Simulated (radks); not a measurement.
The numbers below are computed, except where a source is named.
How relativity changes the ionisation of neutral barium ([Xe] 6s2) to Ba+ ([Xe] 6s1). Spin-unpolarised spherical Kohn-Sham, PBEsol, point nucleus unless stated (finite: rms radius 4.8378 fm), a radial shooting solver on a logarithmic mesh with Libxc functionals. A level marked "c x" has the speed of light scaled by that factor.

level,E(Ba) (hartree),E(Ba+) (hartree),IE (eV),HOMO,<r> HOMO (bohr)
non-rel.,-7882.7900,-7882.5985,5.211,6s,4.927
scalar-rel.,-8132.3619,-8132.1642,5.382,6s,4.765
"scalar-rel., finite nucleus",-8132.0286,-8131.8308,5.382,6s,4.765
Dirac,-8136.1205,-8135.9228,5.381,6s1/2,4.767
"Dirac, finite nucleus",-8135.7858,-8135.5881,5.381,6s1/2,4.767
"Dirac, c x 1.25",-8039.8971,-8039.7018,5.315,6s1/2,4.827
"Dirac, c x 5",-7892.1392,-7891.9475,5.217,6s1/2,4.921
"Dirac, c x 100",-7882.8133,-7882.6218,5.211,6s1/2,4.927

NIST Atomic Spectra Database: 5.212 eV (measured). The relativistic part of the total energy of Ba is -253 hartree (Dirac, finite nucleus), 3.2 % of the non-relativistic value. Spin polarisation and multiplet splitting of open shells are left out at every level.

Beside tabulated values, note that relativity, absent from the non-relativistic runs, is large for the heavy elements, and spin-unpolarised runs miss the spin-polarisation part of the exchange energy of open shells.
